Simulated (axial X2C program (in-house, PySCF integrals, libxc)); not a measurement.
## What spin–orbit coupling does to GeTe

Calculated with an in-house relativistic program for diatomic molecules. Spin-free means the one-electron spin-free X2C Hamiltonian; two-component (2c) means X2C with spin–orbit coupling and atomic mean-field two-electron Coulomb and Gaunt terms, so the difference of the two also holds small scalar two-electron terms. Basis: Te dyall-cv3z [11s12p8d4f1g], Ge dyall-cv3z [9s9p7d4f1g] (cores contracted in-house); Gaussian nuclei, density fitting, unrestricted open shells. Masses: Te 129.906 u, Ge 73.921 u.

Spin-free state: M_S = 0, Λ = 0 (closed shell); fragments Te + Ge.

| level | Re (Å) | ωe (cm⁻¹) | De (eV) | μ (D) |
| --- | --- | --- | --- | --- |
| PBE0 | 2.336 | 332.5 | 4.343 | 1.38 |
| HF | 2.323 | 351.4 | 2.068 | 2.00 |
| CCSD | 2.351 | 332.7 | 3.910 | n/a |
| CCSD(T) | 2.369 | 317.4 | 4.202 | n/a |
| BHandHLYP | 2.329 | 339.9 | 3.944 | 1.62 |

Correlated methods: 10 electrons correlated (number of frozen shells: Te 4 s, 3 p, 2 d; Ge 3 s, 2 p, 1 d), 284 virtual spin orbitals or spinors in MP2, 88 natural virtuals in coupled cluster.

Dipoles are positive if Ge is the positive end.

Two-component determinant lowest at the distance of the search:

Ω = 0 (closed shell); fragments Te + Ge.

```json
{"level": "PBE0", "Re (Å)": "2.340", "ωe (cm⁻¹)": "329.7", "μ (D)": "1.34"}
{"level": "HF", "Re (Å)": "2.328", "ωe (cm⁻¹)": "347.4", "μ (D)": "1.94"}
{"level": "CCSD", "Re (Å)": "2.355", "ωe (cm⁻¹)": "329.4", "μ (D)": "n/a"}
{"level": "CCSD(T)", "Re (Å)": "2.372", "ωe (cm⁻¹)": "315.9", "μ (D)": "n/a"}
{"level": "BHandHLYP", "Re (Å)": "2.333", "ωe (cm⁻¹)": "336.3", "μ (D)": "1.57"}
```

Problem. From the two tables, how do the constants change at the CCSD(T) level (2c against spin-free)?

Solution. At the CCSD(T) level Re increases by 0.003 Å and ωe falls by 1.5 cm⁻¹.

One determinant describes the state; a PBE0 search over occupations chose it and may have missed a lower one. The closed shell is kept restricted, so the energy runs too high when the bond is stretched far. Dissociation energies refer to the lowest single-determinant-based atoms at the same level and basis. De is not given where an atomic determinant may have missed its ground term or J level, or where the truncated virtual space spoils (T). CCSD and (T) use frozen natural virtuals with an MP2 correction for the truncation; (T) itself is uncorrected, so its De runs slightly low. The functionals have no current-density term, which raises determinants with orbital currents, atoms included. The T1 diagnostic is large, a sign of multireference character. With the outer-core shells frozen, correlated bond lengths of heavy atoms tend to come out a few hundredths of an ångström too long.
